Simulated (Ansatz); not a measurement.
Geometry optimisation, RKS PBE-D4/def2-SVP in Ansatz 0.2.0.

Input:

```yaml
crystal:
  periodic: [false, false, false]
  atoms:
    - { symbol: Cl, position_ang: [-0.8307, 3.1628, 0.3191] }
    - { symbol: C, position_ang: [-0.6867, 1.4658, -0.0052] }
    - { symbol: Te, position_ang: [1.1511, 0.8064, 0.7965] }
    - { symbol: Ge, position_ang: [0.48312, 1.45525, 3.15153] }
    - { symbol: H, position_ang: [-1.513, 0.9046, 0.4561] }
    - { symbol: H, position_ang: [-0.696, 1.3018, -1.0999] }
    - { symbol: H, position_ang: [-0.82796, 0.72747, 3.53673] }
    - { symbol: H, position_ang: [1.58138, 1.16471, 4.15928] }
    - { symbol: H, position_ang: [0.1811, 3.05334, 3.11333] }
basis:
  gaussian: { orbitals: def2-SVP }
hamiltonian:
  xc: pbe
  dispersion: d4
relax:
  f_tol: 0.015
  max_steps: 40
output:
  orbitals: {}
```

Run as:

```bash
$ ansatz run input.yaml --threads 2 --pin off --max-ram 3072MiB --backend cpu --events-out ev --progress --plain --runs-dir out
```

Problem. Where does it end, and by what steps?

Solution. The run converged. After 12 steps the energy has fallen by 0.281 eV; H9 moved furthest, 0.43 Å.

```csv
step,energy less start (eV),largest force component (eV/Å),accepted
0,0.0000,1.549,yes
1,-0.2210,0.595,yes
2,-0.2594,0.306,yes
3,-0.2646,0.159,yes
4,-0.2670,0.136,yes
5,-0.2767,0.033,yes
6,-0.2790,0.028,yes
7,-0.2797,0.027,yes
8,-0.2773,0.138,no
9,-0.2797,0.080,yes
10,-0.2806,0.045,yes
11,-0.2807,0.044,yes
12,-0.2809,0.005,yes
```

```xyz
9
Properties=species:S:1:pos:R:3
Cl -1.222 3.121 0.254
C -0.701 1.436 -0.041
Te 1.255 0.902 0.803
Ge 0.501 1.559 3.186
H -1.461 0.761 0.391
H -0.622 1.273 -1.131
H -0.927 1.001 3.423
H 1.506 0.894 4.161
H 0.514 3.096 3.381
```

Time of the run: 35 s on 2 threads of Arm Neoverse V2, on a shared host, peak memory 0.17 GiB.
